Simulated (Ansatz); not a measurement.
Total energies of C₆H₁₅FGeO₃, SMILES `CC[O][Ge]([F])([O]CC)[O]CC`.

```json
{"atom": "C1", "x (Å)": "-0.482", "y (Å)": "2.639", "z (Å)": "3.008"}
{"atom": "C2", "x (Å)": "-1.142", "y (Å)": "1.765", "z (Å)": "1.973"}
{"atom": "O3", "x (Å)": "-0.296", "y (Å)": "0.646", "z (Å)": "1.725"}
{"atom": "Ge4", "x (Å)": "-0.693", "y (Å)": "-0.463", "z (Å)": "0.442"}
{"atom": "F5", "x (Å)": "-2.264", "y (Å)": "-1.127", "z (Å)": "0.685"}
{"atom": "O6", "x (Å)": "0.516", "y (Å)": "-1.714", "z (Å)": "0.509"}
{"atom": "C7", "x (Å)": "0.439", "y (Å)": "-2.815", "z (Å)": "-0.392"}
{"atom": "C8", "x (Å)": "1.689", "y (Å)": "-3.642", "z (Å)": "-0.241"}
{"atom": "O9", "x (Å)": "-0.828", "y (Å)": "0.299", "z (Å)": "-1.130"}
{"atom": "C10", "x (Å)": "0.307", "y (Å)": "0.966", "z (Å)": "-1.674"}
{"atom": "C11", "x (Å)": "-0.068", "y (Å)": "1.521", "z (Å)": "-3.024"}
{"atom": "H12", "x (Å)": "-0.321", "y (Å)": "2.081", "z (Å)": "3.932"}
{"atom": "H13", "x (Å)": "0.486", "y (Å)": "2.996", "z (Å)": "2.650"}
{"atom": "H14", "x (Å)": "-1.111", "y (Å)": "3.504", "z (Å)": "3.230"}
{"atom": "H15", "x (Å)": "-2.119", "y (Å)": "1.420", "z (Å)": "2.329"}
{"atom": "H16", "x (Å)": "-1.309", "y (Å)": "2.330", "z (Å)": "1.046"}
{"atom": "H17", "x (Å)": "0.340", "y (Å)": "-2.457", "z (Å)": "-1.425"}
{"atom": "H18", "x (Å)": "-0.449", "y (Å)": "-3.418", "z (Å)": "-0.166"}
{"atom": "H19", "x (Å)": "1.785", "y (Å)": "-4.005", "z (Å)": "0.784"}
{"atom": "H20", "x (Å)": "2.574", "y (Å)": "-3.048", "z (Å)": "-0.479"}
{"atom": "H21", "x (Å)": "1.657", "y (Å)": "-4.503", "z (Å)": "-0.912"}
{"atom": "H22", "x (Å)": "0.628", "y (Å)": "1.774", "z (Å)": "-1.004"}
{"atom": "H23", "x (Å)": "1.148", "y (Å)": "0.268", "z (Å)": "-1.768"}
{"atom": "H24", "x (Å)": "-0.896", "y (Å)": "2.226", "z (Å)": "-2.932"}
{"atom": "H25", "x (Å)": "0.783", "y (Å)": "2.041", "z (Å)": "-3.470"}
{"atom": "H26", "x (Å)": "-0.375", "y (Å)": "0.717", "z (Å)": "-3.696"}
```

Total charge 0; spin multiplicity 1. Correlated methods include outer-core shells of Ge, which these sets cover unevenly. Scalar relativity is left out up to krypton. Geometry: relaxed with PBE0-D4/def2-TZVP. It is one conformer, not always the lowest. Basis def2-TZVPP, the Gaussian-basis code of Ansatz.

RPA on PBE orbitals: Hartree–Fock energy of these orbitals -2635.54184 Eh, correlation -3.57248 Eh (frozen core).

```csv
functional,energy without D4 (Eh),D4 term (kJ/mol)
LDA (SPW92),-2632.88345,–
PBE,-2639.53854,-58.2
revPBE,-2640.16674,-177.8
B3LYP,-2640.58319,-91.6
r2SCANh,-2640.18664,-17.6
r2SCAN0,-2640.13612,-19.2
HSE06 (plane-wave form),-2639.60673,-46.7
LC-ωPBE,-2639.92863,–
ωB97M-V,-2640.19173,–
PBE-QIDH,-2639.24565,–
```

**Question.** Give the same for BLYP, r2SCAN, B97M-V, PBE0, BHLYP, CAM-B3LYP, ωB97X-V, B2PLYP. (Estimate.)

**Answer.** The calculation gave: 
```json
{"functional": "BLYP", "energy without D4 (Eh)": "-2640.39314", "D4 term (kJ/mol)": "-124.6"}
{"functional": "r2SCAN", "energy without D4 (Eh)": "-2640.22245", "D4 term (kJ/mol)": "-16.7"}
{"functional": "B97M-V", "energy without D4 (Eh)": "-2640.04398", "D4 term (kJ/mol)": "–"}
{"functional": "PBE0", "energy without D4 (Eh)": "-2639.63470", "D4 term (kJ/mol)": "-50.0"}
{"functional": "BHLYP", "energy without D4 (Eh)": "-2640.20990", "D4 term (kJ/mol)": "-67.7"}
{"functional": "CAM-B3LYP", "energy without D4 (Eh)": "-2640.42289", "D4 term (kJ/mol)": "-50.8"}
{"functional": "ωB97X-V", "energy without D4 (Eh)": "-2640.16982", "D4 term (kJ/mol)": "–"}
{"functional": "B2PLYP", "energy without D4 (Eh)": "-2639.74057", "D4 term (kJ/mol)": "–"}
```

B3LYP takes the VWN-RPA correlation (the form of Gaussian; ORCA's B3LYP/G). HSE06 is the plane-wave form, built on full-range PBE exchange. The double hybrids freeze the cores in their second-order part.

LC-ωPBE has ω = 0.4 bohr⁻¹.
